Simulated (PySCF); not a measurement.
Excitation energy of V by level of theory

V [Ar] 3d3 4s2 (4F) → V [Ar] 3d4 4s1 (6D), as a difference of total energies. Calculation: PySCF 2.14, in aug-cc-pVTZ-DK; scalar relativity by spin-free X2C-1e. Correlated levels: valence: [Ar] frozen. The calculations carry no spin-orbit coupling.

| method | excitation energy (cm⁻¹) |
| --- | --- |
| UHF | 3167.7 |
| LDA | -6346.3 |
| PBE | -5429.3 |
| PBE0 | -3236.2 |
| r2SCAN | -4771.7 |
| M06-L | 1233.8 |
| r2SCANh | -3852.6 |
| B2PLYP | 2305.2 |
| M06 | 808.98 |
| MP2 (valence) | 3114.2 |
| SCS-MP2 (valence) | 9581.2 |

Task: How much does correlation contribute at MP2 (valence)?

Result: 3114.2 − (3167.7) = -53.5 cm⁻¹, measured against UHF.

Errors of the correlated levels include the incompleteness of this basis and the frozen core.

For comparison: 1977.3 cm⁻¹ (measured; NIST levels, between the centres of gravity of the two terms).
